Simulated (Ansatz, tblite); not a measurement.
Removing an electron: AlCl2Br (AlBrCl2). Total charge 0; singlet. Geometry: B3LYP-D4/def2-SVP. Ansatz, gas phase; energy differences of separate SCF runs; the oxidised species was run as a doublet alone.

```xyz
4

Al    0.016   -0.027    0.011
Cl    0.905   -0.027    1.899
Cl    0.130   -1.739   -1.178
Br   -1.051    1.793   -0.732
```

The xTB rows come from tblite.

Question: Estimate orbital energies and vertical ionisation energies at: GFN1-xTB; GFN2-xTB; PBE-D4/def2-TZVP; r2SCAN-D4/def2-TZVP; PBE0-D4/def2-TZVP.

Answer: 
| level | −HOMO (eV) | vertical IE (eV) | −LUMO (eV) | HOMO–LUMO gap (eV) |
| --- | --- | --- | --- | --- |
| GFN1-xTB | 12.79 | 15.56 | 7.98 | 4.81 |
| GFN2-xTB | 12.18 | 15.06 | 7.90 | 4.28 |
| PBE-D4/def2-TZVP | 7.65 | 10.52 | 2.32 | 5.33 |
| r2SCAN-D4/def2-TZVP | 8.01 | 10.80 | 1.91 | 6.10 |
| PBE0-D4/def2-TZVP | 8.98 | 11.05 | 1.48 | 7.50 |

 Raw xTB energy differences between charge states are shifted by several eV; the methods need an empirical correction for them.
